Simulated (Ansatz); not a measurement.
A geometry relaxed with PBE0-D3(BJ)/def2-TZVP in Ansatz (an electronic-structure program), charge 0, multiplicity 1:

```xyz
13

C      0.0198     0.0533    -0.0233
H      1.2967     1.6544    -0.7035
H     -0.2012     1.4709    -1.6262
H     -2.4291    -0.6823    -1.0763
C      0.2366     1.4113    -0.6248
C      1.0354    -0.7255     0.3541
H     -0.2467     2.1879    -0.0239
H      2.9023    -1.0541     0.5542
H     -2.4912     0.2959     1.1094
H      0.8721    -1.7087     0.7895
H     -1.6332    -1.9528     0.8275
Si    -1.6962    -0.5956     0.2184
O      2.3347    -0.3546     0.2250
```

Problem. Write the SMILES of this molecule.

Solution. `C/C([SiH3])=C\O`
